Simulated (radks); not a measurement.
The numbers below are computed, except where a source is named.
Pd, 46 electrons, occupied as [Kr] 4d10.

Level of theory: non-relativistic Kohn-Sham, PBE, spin-polarised, spherical densities, point nucleus; relativity is left out, which matters for an element this heavy (a radial shooting solver on a logarithmic mesh with Libxc functionals).

Energy parts (hartree):
part                        energy
total                  -4939.79345
kinetic                 4937.64328
electron-nucleus      -11768.81003
Hartree                 2032.23864
exchange-correlation    -140.86533

Orbitals (lengths in bohr, moments of r in powers of bohr; <r^-3> diverges for s and p1/2; r(90%) holds 90 % of the orbital's charge):
\begin{tabular}{lrrrrr}
orbital & occ. & eigenvalue (hartree) & r(90%) & <1/r> & <r^-3> \\ \hline
1s & 2 & -861.1867 & 0.0589 & 45.48 & - \\
2s & 2 & -123.2190 & 0.221 & 10.33 & - \\
2p & 6 & -114.4429 & 0.199 & 10.33 & 3098 \\
3s & 2 & -22.09573 & 0.576 & 3.658 & - \\
3p & 6 & -18.58895 & 0.578 & 3.573 & 538.4 \\
3d & 10 & -12.11705 & 0.565 & 3.416 & 83.21 \\
4s & 2 & -2.88741 & 1.42 & 1.398 & - \\
4p & 6 & -1.80954 & 1.57 & 1.277 & 85.48 \\
4d & 10 & -0.15106 & 2.63 & 0.8892 & 6.781 \\
\end{tabular}

The highest occupied level is 4d at -4.111 eV. The electron density at the nucleus is 6.821e+04 e/bohr^3. The density falls to 0.001 e/bohr^3 at r = 4.05 bohr. Summed over all electrons, <r^2> = 44.78 bohr^2, which gives a Langevin (diamagnetic) susceptibility term of -35.5 x 10^-6 cm^3/mol. Virial ratio -V/T = 2.00044.
